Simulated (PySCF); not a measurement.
## Spinor energies of Tl(46+) (thallium, charge +46)

Start: [Ar] 3d10 4s2 4p5; 4p1/2 filled at m_j = -1/2, +1/2; 4p3/2 filled at m_j = -1/2, +1/2, +3/2. Calculated with PySCF 2.14 in an uncontracted even-tempered set (16 s from 6.3 bohr⁻², ratio 2.8; 14 p from 8.2 bohr⁻², ratio 2.8; 8 d from 15 bohr⁻², ratio 2.8; 4 f from 38 bohr⁻², ratio 3): generalised Hartree-Fock with the X2C-1e Hamiltonian and a Gaussian nucleus; one run each with spin-orbit coupling (SO) switched off, then screened by Boettger's factors.

```tsv
spinor shell	electrons	ε, spin-free (eV)	ε, screened SO (eV)	weight of nominal j (screened SO)	rms radius, screened SO (bohr)
1s1/2	2	-88355.1	-88316.9	1.000	0.0184
2s1/2	2	-17798.8	-17785.7	1.000	0.0742
2p1/2	2	-15652.8	-17147.2	1.000	0.0627
2p3/2	4	-15652.8	-15071.5	1.000	0.0709
3s1/2	2	-5994.7	-5989.4	1.000	0.187
3p1/2	2	-5361.8	-5709.1	1.000	0.179
3p3/2	4	-5361.8	-5221.9	1.000	0.194
3d3/2	4	-4715.8	-4775.0	1.000	0.169
3d5/2	6	-4715.8	-4671.1	1.000	0.173
4s1/2	2	-2777.3	-2775.5	1.000	0.394
4p1/2	2	-2547.7	-2657.2	1.000	0.386
4p3/2	3	-2547.7	-2503.3	1.000	0.408
```

| quantity | spin-free | screened SO |
| --- | --- | --- |
| E (hartree) | -18764.08970 | -18800.87206 |
| M_J | 3/2 | 3/2 |
| ⟨J²⟩ | 3.751 | 3.751 |
| ⟨L²⟩ | 2.001 | 2.104 |
| ⟨S²⟩ | 0.750 | 0.854 |

Each row is a mean over spinors that exchange with the open shell spreads, by up to 14.136 eV (4s1/2).

Breit and QED terms are absent; they matter most for the inner s and p1/2 levels.

Densities and radii are taken from the X2C orbitals without a picture-change correction, which distorts them close to the nucleus.

Without spin-orbit coupling the j labels of p, d and f shells carry no meaning; the spin-free column gives the mean over the occupied spinors of each nl shell.
